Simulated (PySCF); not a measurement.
Structure with atom numbers: `[BH2:1][NH:2][BH:3][F:4]`; H(Xn) means a hydrogen on atom n.

Geometry: PBE0-D3(BJ)/def2-SVP; GIAO shifts from PySCF 2.14.0 with density-fitted response routines, gas phase, non-relativistic, averaged over equivalent atoms.

At PBE0/pcSseg-1 (88 basis functions, 3.9 s wall time on 1 thread of an Arm Neoverse V1, shared host):
```json
{"atoms": "B1", "δ (ppm)": "50.5"}
{"atoms": "B3", "δ (ppm)": "33.9"}
{"atoms": "N2", "δ (ppm)": "172.8"}
{"atoms": "F4", "δ (ppm)": "-66.2"}
{"atoms": "H(N2)", "δ (ppm)": "6.31"}
{"atoms": "H(B1)", "δ (ppm)": "5.52"}
{"atoms": "H(B3)", "δ (ppm)": "4.74"}
```

Scale: $^{11}$B (σ = 100.73 ppm) vs BF3·OEt2; NH3 for $^{15}$N (σ = 265.67 ppm); $^{19}$F (σ = 177.25 ppm) vs CFCl3; $^{1}$H (σ = 31.27 ppm) vs TMS (reference shieldings calculated alike).

**Question.** Estimate the result of repeating the calculation with wB97X-D/pcSseg-2.

**Answer.** 
```
atoms  δ at wB97X-D/pcSseg-2  change
   B1                   50.2    -0.3
   B3                   33.5    -0.4
   N2                  161.6   -11.2
   F4                  -72.3    -6.1
H(N2)                   6.08   -0.23
H(B1)                   5.43   -0.09
H(B3)                   4.75   +0.01
```

δ = σ(ref) − σ, references computed at the same level: $^{11}$B (σ = 99.96 ppm) against BF3·OEt2; NH3 for $^{15}$N (σ = 260.06 ppm); $^{19}$F (σ = 186.42 ppm) against CFCl3; $^{1}$H (σ = 31.36 ppm) vs TMS.

The largest change is at N2 (nitrogen bonded to 2 B, H). Cost: 200 basis functions, 14 s wall time on 1 thread of an Arm Neoverse V1, shared host.

Unscaled 19F shifts against computed CFCl3 carry errors that often reach 10 to 50 ppm. Experimental scales use liquid or dissolved standards, which lie at an offset from isolated NH3 (liquid NH3: subtract about 20 ppm). Unscaled 15N shifts of sp2 nitrogen come out 20 to 40 ppm too high even then.
